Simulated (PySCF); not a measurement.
Mean polarisability (bohr³) of eight silicon and germanium compounds: PBE beside ωB97X, computed with PySCF for isolated molecules in the bases named; differences from unrounded values. The eight are the first of their class met in an unordered collection, after screening for sound electronic states; none was chosen by its value. Each molecule has one DFT geometry for both levels.

```csv
molecule,basis,ωB97X
"1-aminosilyl-2-silylethyne (C2H7NSi2), SMILES C([SiH2]N)#C[SiH3]",def2-TZVP,82.6
"CH₉NSi₂, SMILES CN([SiH3])[SiH3]",def2-TZVP,71.6
"H5O3PSi, SMILES O[Si](O)(O)P",def2-TZVP,58.8
"C₃H₉FSi₂, SMILES F[C@]1([SiH3])C[C@H]1[SiH3]",def2-TZVP,86.1
"C2H7Cl2NSi, SMILES C[C@H](N)[SiH](Cl)Cl",def2-TZVP,79.8
"CH4F2OSSi, SMILES F[Si](OC)(S)F",def2-TZVP,54.8
"C2H9NOSi2, SMILES CN1C[Si@@H](O)[SiH2]1",def2-TZVP,86.3
"C3H9NSi2, SMILES [C@H]1(N=C(C)[SiH2]1)[SiH3]",def2-TZVP,93.7
```

Problem. Estimate the PBE values and say how PBE differs from ωB97X over the set. (The exact figures need the calculation; the answer reports its results.)

Solution. 
| molecule | PBE | difference |
|---|---|---|
| 1-aminosilyl-2-silylethyne (C2H7NSi2), SMILES C([SiH2]N)#C[SiH3] | 88.7 | 6.1 |
| CH₉NSi₂, SMILES CN([SiH3])[SiH3] | 75.4 | 3.8 |
| H5O3PSi, SMILES O[Si](O)(O)P | 62.5 | 3.6 |
| C₃H₉FSi₂, SMILES F[C@]1([SiH3])C[C@H]1[SiH3] | 90.8 | 4.7 |
| C2H7Cl2NSi, SMILES C[C@H](N)[SiH](Cl)Cl | 84.6 | 4.8 |
| CH4F2OSSi, SMILES F[Si](OC)(S)F | 58.0 | 3.2 |
| C2H9NOSi2, SMILES CN1C[Si@@H](O)[SiH2]1 | 91.9 | 5.6 |
| C3H9NSi2, SMILES [C@H]1(N=C(C)[SiH2]1)[SiH3] | 99.8 | 6.1 |
PBE lies below ωB97X in 0 and above it in 8 of the eight; the mean signed difference is 4.7 and the largest 6.1 bohr³.
